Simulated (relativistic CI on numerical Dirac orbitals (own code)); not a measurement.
What each ingredient does to the levels of Mo XLII

Base calculation: Dirac-Coulomb-Breit CI, KLI orbitals optimised for each configuration, model QED (radiative potential, 1s self-energy scaled to tabulated hydrogen-like ionisation energies).

Configuration list: 1s, 2s, 2p, 3s, 3p, 3d, 4s, 4p, 4d, 4f, 5s, 5p, 5d, 5f, 5g, 6s, 6p, 6d. Levels of other configurations are missing.

Variants: (1) QED terms removed; (2) non-relativistic limit. Shifts of the energy above 1s 2S_1/2, in eV, for the lowest level and the first level of each name with at least 55 % of one term (blank where a level changes its place among those of its configuration and J or its character, or is not in the variant):

```tsv
Level	Base	Δ(1)	Δ(2)
1s 2S_1/2	0.0	0.0	0.0
2p 2P°_1/2	18386.8	+19.1	-386.9
2s 2S_1/2	18389.8	+16.2	-389.9
2p 2P°_3/2	18536.8	+18.9	-536.9
3p 2P°_1/2	21839.9	+19.2	-506.7
3s 2S_1/2	21840.8	+18.3	-507.6
3d 2D_3/2	21884.3	+19.2	-551.1
3p 2P°_3/2	21884.4	+19.1	-551.2
3d 2D_5/2	21898.5	+19.1	-565.3
4p 2P°_1/2	23042.3	+19.2	-542.4
4s 2S_1/2	23042.7	+18.8	-542.8
4d 2D_3/2	23061.0	+19.2	-561.1
4p 2P°_3/2	23061.1	+19.1	-561.2
4f 2F°_5/2	23067.0	+19.2	-567.1
4d 2D_5/2	23067.0	+19.2	-567.1
4f 2F°_7/2	23070.0	+19.2	-570.1
5p 2P°_1/2	23596.2	+19.2	-556.3
5s 2S_1/2	23596.4	+19.0	-556.5
5d 2D_3/2	23605.8	+19.2	-565.9
5p 2P°_3/2	23605.8	+19.1	-565.9
5f 2F°_5/2	23608.9	+19.2	-569.0
5d 2D_5/2	23608.9	+19.2	-569.0
```
